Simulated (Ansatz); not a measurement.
A search over several starts for the lowest SCF solution of the cluster Li₆H₇⁻ at the given spin, in a small basis.

```yaml
crystal:
  periodic: [false, false, false]
  atoms:
    - {symbol: Li, position_ang: [0.728605, -1.342263, -1.032309]}
    - {symbol: Li, position_ang: [1.849001, 0.292108, 0.509396]}
    - {symbol: Li, position_ang: [-0.590815, 1.231314, 1.239785]}
    - {symbol: Li, position_ang: [0.134532, 1.417465, -1.017933]}
    - {symbol: Li, position_ang: [-1.413704, -0.306420, -0.997943]}
    - {symbol: Li, position_ang: [-0.728293, -1.273358, 1.265893]}
    - {symbol: H, position_ang: [1.162206, 2.008752, 0.440868]}
    - {symbol: H, position_ang: [0.134112, -0.117469, 0.209028]}
    - {symbol: H, position_ang: [2.395450, -1.225120, -0.248953]}
    - {symbol: H, position_ang: [0.000411, -0.029972, -2.189715]}
    - {symbol: H, position_ang: [-1.609969, 1.432310, -0.347929]}
    - {symbol: H, position_ang: [-1.127088, -2.050083, -0.365194]}
    - {symbol: H, position_ang: [-0.934428, -0.037264, 2.534975]}
basis:
  gaussian: {orbitals: def2-SVP}
total_charge: -1
magnetization: {spin_polarized: true, initial_magnetization: 0}
hamiltonian: {xc: pbe0, dispersion: d4}
output: {orbitals: {seedname: orbitals}}
```

```sh
$ ansatz run in.yaml --threads 4 --pin off --events-out ev --progress --plain --max-ram 3916MiB
```

It prints (some lines left out):

```
Functional definition: PBE0
1131 factors; integrals over basis functions are off by at most 6.8e-4 eV
mean field evaluation 1: about -1337.3584 eV, gradient 1.7e1 eV
mean field evaluation 2: about -1339.3738 eV, gradient 7.9e0 eV
mean field evaluation 4: about -1340.0552 eV, gradient 8.8e-1 eV
mean field evaluation 8: about -1340.1887 eV, gradient 1.4e-2 eV
mean field -1340.18867462 eV, -49.2510253796 hartree, gradient 7.2e-5 eV, S^2 0.000000; 0 other end points of the search recorded, 0 dependent functions left out
reference -1340.18873146 eV, -49.2510274686 hartree; 13, 13 occupied and 76, 76 virtual orbitals, 1131 factors
Total energy: -1340.48978866 eV, -49.2620911165 hartree
```

Hardware: 4 threads of Arm Neoverse V2 on a shared host. Wall time 1.9 s.

The structure comes from a short search, and lower isomers may exist.
